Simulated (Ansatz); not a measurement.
```xyz
12

B     1.5614    0.0000    0.0000
N     0.7602    1.3167    0.0000
B    -0.7807    1.3522    0.0000
N    -1.5204    0.0000    0.0000
B    -0.7807   -1.3522    0.0000
N     0.7602   -1.3167    0.0000
H     2.8681    0.0000    0.0000
H     1.3063    2.2626    0.0000
H    -1.4340    2.4838    0.0000
H    -2.6127    0.0000    0.0000
H    -1.4340   -2.4838    0.0000
H     1.3063   -2.2626    0.0000
```

Basis set: 6-31G* (spherical functions). Frozen core: 6 orbitals. Charge 0, multiplicity 1.

Computed with Ansatz (development build ahead of 0.2.0); each method stands on the lowest determinant of its kind that the runs found. Restricted open shells among the atoms or ions are ROHF, correlated in semicanonical orbitals with singles.

Problem. Give the atomization energy at this shape (free ground-state atoms in the same class of orbitals less the molecule, no zero-point energy) of singlet B₃N₃H₆ by RHF-MP2, RHF.

Solution.

| method | atomization energy |
| --- | --- |
| RHF-MP2 | 1094.65 kcal/mol |
| RHF | 855.62 kcal/mol |

Caution: no unrestricted run beside it, a lower state can exist; the shape is not the minimum.
